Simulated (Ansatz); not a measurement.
Geometry optimisation of CH4AlFS (`[CH3][Al]([F])[SH]`).

```yaml
crystal:
  periodic: [false, false, false]
  atoms:
    - {symbol: C, position_ang: [0.421680, 1.207180, -0.609030]}
    - {symbol: Al, position_ang: [-0.010640, -0.422310, 0.424880]}
    - {symbol: F, position_ang: [0.728710, -0.768050, 1.867670]}
    - {symbol: S, position_ang: [-1.465070, -1.965260, -0.166730]}
    - {symbol: H, position_ang: [-0.455190, 1.841520, -0.752970]}
    - {symbol: H, position_ang: [0.799110, 0.969330, -1.605830]}
    - {symbol: H, position_ang: [1.182660, 1.798380, -0.094750]}
    - {symbol: H, position_ang: [-1.201260, -2.660790, 0.936760]}
basis:
  gaussian: {orbitals: def2-TZVP}
hamiltonian: {xc: pbe0, dispersion: d4}
relax: {f_tol: 0.005, max_steps: 150}
```

```sh
$ ansatz run in.yaml --threads 2 --pin off --events-out ev --progress --plain --max-ram 32768MiB --backend cpu
```

It prints (some lines left out):

```
Functional definition: PBE0
mean field -21246.47248295 eV, -780.7934623720 hartree, gradient 1.4e-5 eV, S^2 0.000000; 0 other end points of the search recorded, 0 dependent functions left out
relax step   1: F+E_penalty+E_count = -21246.59295050 eV  Δ(F+E_penalty+E_count) = +0.000e0 eV  max|allowed force component| = 4.834e-1 eV/Å  Δτ_max = 0.0000 Å  (27 SCF iters, accepted)
mean field -21246.49865498 eV, -780.7944241763 hartree, gradient 2.6e-5 eV, S^2 0.000000; 0 other end points of the search recorded, 0 dependent functions left out
relax step   2: F+E_penalty+E_count = -21246.62021432 eV  Δ(F+E_penalty+E_count) = -2.726e-2 eV  max|allowed force component| = 1.981e-1 eV/Å  Δτ_max = 0.0693 Å  (30 SCF iters, accepted)
mean field -21246.50088110 eV, -780.7945059850 hartree, gradient 2.5e-5 eV, S^2 0.000000; 0 other end points of the search recorded, 0 dependent functions left out
relax step   3: F+E_penalty+E_count = -21246.62300731 eV  Δ(F+E_penalty+E_count) = -2.793e-3 eV  max|allowed force component| = 5.533e-2 eV/Å  Δτ_max = 0.0232 Å  (30 SCF iters, accepted)
mean field -21246.50109265 eV, -780.7945137593 hartree, gradient 2.5e-5 eV, S^2 0.000000; 0 other end points of the search recorded, 0 dependent functions left out
relax step   4: F+E_penalty+E_count = -21246.62325173 eV  Δ(F+E_penalty+E_count) = -2.444e-4 eV  max|allowed force component| = 5.847e-2 eV/Å  Δτ_max = 0.0132 Å  (31 SCF iters, accepted)
mean field -21246.50121174 eV, -780.7945181358 hartree, gradient 1.3e-5 eV, S^2 0.000000; 0 other end points of the search recorded, 0 dependent functions left out
relax step   5: F+E_penalty+E_count = -21246.62338492 eV  Δ(F+E_penalty+E_count) = -1.332e-4 eV  max|allowed force component| = 2.126e-2 eV/Å  Δτ_max = 0.0046 Å  (24 SCF iters, accepted)
mean field -21246.50121810 eV, -780.7945183695 hartree, gradient 2.6e-5 eV, S^2 0.000000; 0 other end points of the search recorded, 0 dependent functions left out
relax step   6: F+E_penalty+E_count = -21246.62342123 eV  Δ(F+E_penalty+E_count) = -3.631e-5 eV  max|allowed force component| = 6.331e-3 eV/Å  Δτ_max = 0.0040 Å  (31 SCF iters, accepted)
mean field -21246.50122083 eV, -780.7945184699 hartree, gradient 2.6e-5 eV, S^2 0.000000; 0 other end points of the search recorded, 0 dependent functions left out
relax step   7: F+E_penalty+E_count = -21246.62343231 eV  Δ(F+E_penalty+E_count) = -1.108e-5 eV  max|allowed force component| = 3.571e-3 eV/Å  Δτ_max = 0.0057 Å  (31 SCF iters, accepted)
mean field -21246.50122083 eV, -780.7945184699 hartree, gradient 2.8e-5 eV, S^2 0.000000; 1 other end points of the search recorded, 0 dependent functions left out
Total energy: -21246.62346224 eV, -780.7990107588 hartree
Atom 0 at     0.414945     1.177009    -0.589456 Å, force     0.003571    -0.000210    -0.000169 eV/Å
Atom 1 at     0.015897    -0.407961     0.442011 Å, force    -0.001616     0.003412     0.002899 eV/Å
Atom 2 at     0.766626    -0.709402     1.882423 Å, force     0.000621    -0.000954    -0.000895 eV/Å
Atom 3 at    -1.436319    -1.896349    -0.203539 Å, force     0.000754    -0.000864    -0.001042 eV/Å
Atom 4 at    -0.481185     1.789793    -0.722865 Å, force    -0.001399    -0.000292    -0.000042 eV/Å
Atom 5 at     0.771245     0.911003    -1.588758 Å, force    -0.000277     0.000909    -0.000496 eV/Å
Atom 6 at     1.178436     1.790923    -0.107193 Å, force    -0.001310    -0.002066    -0.000522 eV/Å
Atom 7 at    -1.229644    -2.655016     0.887377 Å, force    -0.000344     0.000064     0.000267 eV/Å
Dipole moment:     0.028916     0.186476    -0.150451 e Å
```

Run time 21 s (2 threads of an AMD EPYC 7R13 on a shared host); peak host memory 0.35 GiB.
